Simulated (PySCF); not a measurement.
**Spinor energies of Zn³⁺ (zinc, charge +3)**

Start: [Ar] 3d8 4s1; 3d3/2 filled at m_j = -1/2, +1/2, +3/2; 3d5/2 filled at m_j = -3/2, -1/2, +1/2, +3/2, +5/2; 4s1/2 filled at m_j = +1/2. Calculated with PySCF 2.14 in x2c-TZVPall-2c with one added diffuse shell each of s, p, d type (7s8p5d1f, 63 functions): generalised Hartree-Fock with the X2C-1e Hamiltonian and a Gaussian nucleus; one run each with spin-orbit coupling (SO) switched off, then screened by Boettger's factors. This is a chosen level, not necessarily the ground level.

```tsv
spinor shell	electrons	ε, spin-free (eV)	ε, screened SO (eV)	weight of nominal j (screened SO)	rms radius, screened SO (bohr)
1s1/2	2	-9783.5	-9783.3	1.000	0.0580
2s1/2	2	-1288.6	-1288.5	1.000	0.244
2p1/2	2	-1119.8	-1136.7	0.999	0.217
3s1/2	2	-209.94	-209.92	1.000	0.720
3p1/2	2	-156.67	-161.58	0.837	0.750
3p3/2	4	-156.67	-154.22	0.918	0.759
3d5/2	5	-73.406	-73.853	0.614	0.862
3d3/2	3	-73.406	-72.691	0.632	0.864
4s1/2	1	-42.159	-42.157	1.000	2.25
```

**Question.** Where does 2p3/2 lie, and what is the 2p spin-orbit splitting (screened SO)?

**Answer.** At -1111.5 eV, 25.194 eV above 2p1/2.

| quantity | spin-free | screened SO |
| --- | --- | --- |
| E (hartree) | -1791.40627 | -1791.46608 |
| M_J | 9/2 | 9/2 |
| ⟨J²⟩ | 24.753 | 24.753 |
| ⟨L²⟩ | 12.003 | 12.014 |
| ⟨S²⟩ | 3.751 | 3.748 |

Each row is a mean over spinors that exchange with the open shell spreads, by up to 12.928 eV (3p3/2).

Rows whose weight is well below 1 are mixtures of j = l ± 1/2: exchange outweighs spin-orbit coupling there, and the label is only the starting occupation.

Without spin-orbit coupling the j labels of p, d and f shells carry no meaning; the spin-free column gives the mean over the occupied spinors of each nl shell.
